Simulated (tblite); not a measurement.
C₆H₉B₂Br.
Bonds: C1–B2, B2–C3, B2–C4, C4–C5 (double), C5–C6, C6–C7 (double), C7–Br8, C7–B9, C4–B9. Hydrogens: H10, H11, H12 on C1; H13, H14, H15 on C3; H16 on C5; H17 on C6; H18 on B9.

Computed with GFN2-xTB (tblite), gas phase: L-BFGS steps from a force-field or distance-geometry start until the largest atomic force falls under 0.01 eV/Å.

Step 24: E = -650.2292 eV
```
atom  x, y, z in Å  |  force x, y, z in eV/Å
C1     -2.2647    0.0292    0.6874   -0.059  -0.051   0.001
B2     -1.0790    0.3470   -0.3086   -0.099   0.000  -0.007
C3     -1.2446    1.4808   -1.3939   -0.013  -0.019  -0.064
C4      0.2911   -0.3073   -0.0745   -0.012  -0.004   0.033
C5      0.8665   -1.4723   -0.4266    0.026   0.039  -0.039
C6      2.2300   -1.6449    0.1322    0.025   0.114  -0.018
C7      2.5553   -0.5605    0.8489    0.025   0.025   0.131
Br8     4.1816   -0.3851    1.8228   -0.031  -0.016  -0.097
B9      1.3842    0.4849    0.7543    0.159  -0.026   0.071
H10    -3.2192    0.4557    0.3919    0.000   0.051  -0.010
H11    -2.4096   -1.0399    0.8213    0.021  -0.067   0.009
H12    -2.0230    0.4208    1.6756    0.005   0.011  -0.022
H13    -2.1811    1.3820   -1.9365   -0.057   0.001  -0.020
H14    -1.2825    2.4540   -0.9053    0.017  -0.022   0.011
H15    -0.4396    1.5097   -2.1221    0.047   0.044  -0.023
H16     0.4247   -2.2220   -1.0630    0.011  -0.056   0.033
H17     2.8456   -2.5162   -0.0305   -0.115  -0.006  -0.012
H18     1.3556    1.5903    1.1151    0.050  -0.018   0.021
```

Step 25: E = -650.2330 eV
```
atom  x, y, z in Å  |  force x, y, z in eV/Å
C1     -2.2686    0.0239    0.6837   -0.023  -0.038  -0.021
B2     -1.0760    0.3517   -0.3043   -0.150   0.030  -0.008
C3     -1.2447    1.4790   -1.3988    0.000  -0.074  -0.020
C4      0.2969   -0.2944   -0.0634   -0.078   0.034   0.046
C5      0.8624   -1.4628   -0.4178   -0.008   0.054  -0.062
C6      2.2248   -1.6435    0.1359    0.036   0.112  -0.051
C7      2.5598   -0.5604    0.8495    0.061   0.016   0.152
Br8     4.1940   -0.3934    1.8113   -0.029  -0.016  -0.091
B9      1.3944    0.4911    0.7636    0.155  -0.049   0.060
H10    -3.2245    0.4478    0.3858    0.028   0.028  -0.009
H11    -2.4061   -1.0476    0.8124    0.014  -0.033   0.008
H12    -2.0327    0.4142    1.6740   -0.001   0.000  -0.022
H13    -2.1835    1.3694   -1.9368   -0.019   0.035  -0.022
H14    -1.2820    2.4544   -0.9135    0.008  -0.033  -0.021
H15    -0.4375    1.5007   -2.1263    0.000   0.059  -0.009
H16     0.4084   -2.2010   -1.0582    0.035  -0.096   0.037
H17     2.8326   -2.5166   -0.0371   -0.074  -0.038   0.006
H18     1.3737    1.5940    1.1285    0.044   0.010   0.028
```

**Question.** Estimate the geometry and energy of step 26. (The exact step hangs on the optimiser's Hessian estimate; all steps are aligned on step 25, rigid shifts and turns removed.)

**Answer.** E = -650.2373 eV, largest force 0.151 eV/Å
```
atom  x, y, z in Å  |  force x, y, z in eV/Å
C1     -2.2736    0.0172    0.6794    0.016  -0.013  -0.036
B2     -1.0751    0.3571   -0.2999   -0.146   0.040  -0.006
C3     -1.2451    1.4759   -1.4048    0.005  -0.108   0.027
C4      0.3020   -0.2797   -0.0506   -0.117   0.069   0.061
C5      0.8579   -1.4511   -0.4093   -0.039   0.074  -0.068
C6      2.2197   -1.6397    0.1391    0.030   0.078  -0.087
C7      2.5655   -0.5603    0.8532    0.067  -0.016   0.127
Br8     4.2077   -0.4029    1.7969    0.011  -0.015  -0.059
B9      1.4082    0.4973    0.7751    0.089  -0.051   0.037
H10    -3.2300    0.4397    0.3791    0.043  -0.004  -0.009
H11    -2.4022   -1.0569    0.8029    0.001   0.010   0.005
H12    -2.0433    0.4068    1.6716   -0.006  -0.016  -0.022
H13    -2.1865    1.3560   -1.9375    0.025   0.071  -0.030
H14    -1.2812    2.4538   -0.9228   -0.004  -0.048  -0.053
H15    -0.4351    1.4921   -2.1312   -0.052   0.062   0.007
H16     0.3916   -2.1798   -1.0520    0.064  -0.115   0.050
H17     2.8161   -2.5175   -0.0446   -0.029  -0.049   0.025
H18     1.3947    1.5982    1.1438    0.044   0.031   0.033
```

The energy changes by -0.0043 eV. The first-order estimate −F·Δx gives -0.0058 eV and the mean of the old and new forces, exact on a quadratic surface, -0.0043 eV. The step makes an angle of 78° with the force vector and moves no atom by more than 0.028 Å.

What follows is the cost of the whole relaxation. Time: 1.9 s of wall time. Hardware: an Arm Neoverse N1 with one thread, shared host with 64 logical CPUs at a one-minute load of 55.
